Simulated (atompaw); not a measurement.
# PBEsol PAW (atompaw) dataset for carbon, scalar-relativistic all-electron reference.

atompaw 4.2.0.5 input, output lines left out:

```
C 6
GGA-PBESOL scalarrelativistic loggrid 1500 logderivrange -3 5 201
2 2 0 0 0 0
2 1 2
0 0 0
c
v
v
1
3.00 2.40 2.10 1.90
y
1.85
n
y
2.55
n
custom rrkj gramschmidtortho sinc
bessel
1.00
3.00
3.00
3.00
```

All-electron outer shells of the reference configuration (PBEsol, scalar-relativistic, ld1.x):

```
shell  level (eV)  outermost node (bohr)  outermost maximum (bohr)
   1s     -272.04                      –                      0.18
   2s      -13.65                   0.38                      1.22
   2p       -5.23                      –                      1.20
```

Q: Estimate the cutoffs (Ry, on a coarse ladder) from which the occupation-weighted sum of valence levels, in a spherical-Bessel basis at the reference potential, stays within 10 and 1 mRy of its value at 400 Ry.

A: 30 Ry and 40 Ry.

Q: Does the potential have ghost states?

A: No extra level below or beside the all-electron valence levels (s, p, d, f tested).

Q: Is the overlap operator S = 1 + Σ q|β⟩⟨β| positive definite (Bessel basis up to 400 Ry)?

A: Yes: its lowest eigenvalue is 0.69 (s channel).

Q: Which valence shell sets the plane-wave cutoff?

A: 2s: its level needs 40 Ry to come within 1 mRy, against 8 Ry for 2p.
